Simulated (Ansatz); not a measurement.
A run for Ansatz (an electronic-structure program): U-B2PLYP/def2-TZVPP on N2 (SMILES N#N), 2S+1 = 3, a spin state set in the input, which need not be the lowest.

Ansatz 0.2 input:
```yaml
crystal:
  periodic: [false, false, false]
  atoms:
    - {symbol: N, position_ang: [-0.00000000, -0.00000000, -0.63622826]}
    - {symbol: N, position_ang: [0.00000000, 0.00000000, 0.63622826]}
basis:
  gaussian:
    orbitals: def2-TZVPP
hamiltonian:
  xc: {name: B2PLYP}
magnetization: {spin_polarized: true, initial_magnetization: 2}
correlation: {electrons: outside_noble_gas}
```

Program output:

```
WARN ansatz: RAYON_NUM_THREADS=2 ignored (pool sized by the plan → 2); use --threads N
Functional definition: B2PLYP
integrals: 0.02 GiB planned
395 factors; integrals over basis functions are off by at most 6.1e-4 eV
mean field: 0.14 GiB planned
mean field evaluation 1: about -2968.4887 eV, gradient 7.8e0 eV
mean field evaluation 2: about -2968.4931 eV, gradient 7.8e0 eV
mean field evaluation 4: about -2968.7988 eV, gradient 1.0e0 eV
mean field evaluation 8: about -2968.8039 eV, gradient 3.6e-3 eV
mean field evaluation 16: about -2968.8039 eV, gradient 5.5e-6 eV
mean field evaluation 32: about -2970.2222 eV, gradient 3.3e-6 eV
mean field -2970.22216824 eV, -109.1536513939 hartree, gradient 1.3e-6 eV, S^2 2.008180; 6 other end points of the search recorded, 0 dependent functions left out
2 core orbitals not correlated
reference -2970.22226999 eV, -109.1536551332 hartree; 6, 4 occupied and 54, 56 virtual orbitals, 395 factors
second order -10.38488767 eV of doubles, -0.00000000 eV of singles
Total energy: -2973.02618966 eV, -109.2566972805 hartree
```

The run converged.

Cost: around 3 core-seconds (rough).
